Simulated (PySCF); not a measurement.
Precursor series Hf Cl-F. Gas-phase values, no solvent.

Level of theory: TPSSh-D3(BJ)/def2-TZVP // r2SCAN-D4/def2-SVP run with PySCF. All candidates: neutral, multiplicity 1. 

```
Quantity         Result
-------------  --------
dipole moment    0.08 D
HOMO–LUMO gap   6.57 eV
HOMO           -8.98 eV
```

Question: Which member has these values?
A) [Hf(Cl)(F)3]
B) [Hf(Cl)2(F)2]
C) [Hf(Cl)4]
D) [Hf(Cl)3(F)]

Answer: D, [Hf(Cl)3(F)]. The others give [Hf(Cl)4]: 0.00 D, 6.34 eV, -8.99 eV; [Hf(Cl)(F)3]: 0.05 D, 7.59 eV, -9.24 eV; [Hf(Cl)2(F)2]: 0.01 D, 6.94 eV, -9.07 eV
